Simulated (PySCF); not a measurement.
C3H8Te, SMILES CC[Te]C, PBE0/def2-SVP optimised geometry.

```
12

Te    -0.64    -1.44     0.00
C      1.51    -1.44     0.00
H      1.84    -2.49     0.04
H      1.89    -0.91     0.88
H      1.90    -0.98    -0.92
C     -0.83     0.72     0.00
C     -0.38     1.40    -1.28
H     -0.27     1.08     0.88
H     -1.90     0.89     0.20
H     -0.96     1.05    -2.15
H      0.68     1.21    -1.49
H     -0.52     2.49    -1.20
```

Density from PBE0/def2-TZVP, def2 effective core potentials past Kr (PySCF) at that geometry. The core electrons that the potentials of Te replace are not part of the density.

Minimum of the electron density along straight lines between bonded atoms, close to the bond critical point (lines longer than 1.1 times the sum of covalent radii, or with two minima, are not listed):

```json
[
 {"bond": "Te1–C2", "length / Å": "2.154", "ρ at the minimum / e bohr⁻³": "0.114", "∇²ρ there / e bohr⁻⁵": "(withheld)", "position (fraction from the first atom)": "0.51"},
 {"bond": "C2–H3", "length / Å": "1.098", "ρ at the minimum / e bohr⁻³": "0.272", "∇²ρ there / e bohr⁻⁵": "-0.91", "position (fraction from the first atom)": "0.65"},
 {"bond": "C2–H4", "length / Å": "1.098", "ρ at the minimum / e bohr⁻³": "0.273", "∇²ρ there / e bohr⁻⁵": "-0.92", "position (fraction from the first atom)": "0.65"},
 {"bond": "C2–H5", "length / Å": "1.097", "ρ at the minimum / e bohr⁻³": "0.274", "∇²ρ there / e bohr⁻⁵": "-0.92", "position (fraction from the first atom)": "0.65"},
 {"bond": "Te1–C6", "length / Å": "2.169", "ρ at the minimum / e bohr⁻³": "0.113", "∇²ρ there / e bohr⁻⁵": "(withheld)", "position (fraction from the first atom)": "0.52"},
 {"bond": "C6–C7", "length / Å": "1.515", "ρ at the minimum / e bohr⁻³": "0.249", "∇²ρ there / e bohr⁻⁵": "(withheld)", "position (fraction from the first atom)": "0.51"},
 {"bond": "C6–H8", "length / Å": "1.100", "ρ at the minimum / e bohr⁻³": "0.274", "∇²ρ there / e bohr⁻⁵": "-0.92", "position (fraction from the first atom)": "0.65"},
 {"bond": "C6–H9", "length / Å": "1.101", "ρ at the minimum / e bohr⁻³": "0.273", "∇²ρ there / e bohr⁻⁵": "-0.92", "position (fraction from the first atom)": "0.64"},
 {"bond": "C7–H10", "length / Å": "1.100", "ρ at the minimum / e bohr⁻³": "0.273", "∇²ρ there / e bohr⁻⁵": "-0.92", "position (fraction from the first atom)": "0.64"},
 {"bond": "C7–H11", "length / Å": "1.101", "ρ at the minimum / e bohr⁻³": "0.272", "∇²ρ there / e bohr⁻⁵": "-0.91", "position (fraction from the first atom)": "0.64"},
 {"bond": "C7–H12", "length / Å": "1.104", "ρ at the minimum / e bohr⁻³": "0.269", "∇²ρ there / e bohr⁻⁵": "-0.90", "position (fraction from the first atom)": "0.64"}
]
```

Q: Some entries are withheld; supply them.

A: 
- Te1–C2, ∇²ρ there / e bohr⁻⁵: 0.00
- Te1–C6, ∇²ρ there / e bohr⁻⁵: -0.02
- C6–C7, ∇²ρ there / e bohr⁻⁵: -0.62
